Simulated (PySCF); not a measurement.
disilane (H6Si2), singlet, geometry from GFN2-xTB. Base run: CCSD/def2-SV(P) run with PySCF.

Here is a job for PySCF.
```python
from pyscf import gto, scf, cc

mol = gto.Mole()
mol.atom = '''
    Si    0.01521338   -0.00610543    1.15250795
    Si   -0.01521338    0.00610543   -1.15250795
    H     0.04345603    1.34492936    1.72063452
    H    -1.16031370   -0.66812016    1.72586040
    H     1.18472289   -0.70404486    1.69471504
    H    -0.01416071   -1.34506118   -1.72102192
    H    -1.19948647    0.67873842   -1.69465422
    H     1.14578197    0.69355841   -1.72553382
'''
mol.basis = 'def2-sv(p)'
mol.verbose = 5
mol.build()

mf = scf.RHF(mol)
mf.kernel()

mycc = cc.CCSD(mf)
mycc.kernel()
print('E(CCSD) = %.10f' % mycc.e_tot)
```

Each row names what was changed in the base input (with any setting that the change needs).

```csv
change,ΔE vs base (mEh),MP2 correlation (Eh),CC correlation without the perturbative part (Eh),basis functions
base,0.000,-0.18021,-0.22397,48
cc.direct = True,0.000,-0.18021,-0.22397,48
frozen = 10,___,___,___,48
density fitting = JK and correlation,-0.049,-0.18013,-0.22401,48
frozen = 11,___,___,___,48
cc.diis_space = 3,0.000,-0.18021,-0.22397,48
cc.diis_space = 10,0.000,-0.18021,-0.22397,48
cart = on,___,___,___,___
cc.conv_tol = 1e-9,0.000,-0.18021,-0.22397,48
cc.level_shift = 0.2,0.000,-0.18021,-0.22397,48
```

Task: Some entries are withheld; supply them.

Result: 
- frozen = 10, ΔE vs base (mEh): 15.099
- frozen = 10, MP2 correlation (Eh): -0.16414
- frozen = 10, CC correlation without the perturbative part (Eh): -0.20887
- frozen = 11, ΔE vs base (mEh): 60.322
- frozen = 11, MP2 correlation (Eh): -0.13024
- frozen = 11, CC correlation without the perturbative part (Eh): -0.16365
- cart = on, ΔE vs base (mEh): -20.377
- cart = on, MP2 correlation (Eh): -0.19075
- cart = on, CC correlation without the perturbative part (Eh): -0.23472
- cart = on, basis functions: 50
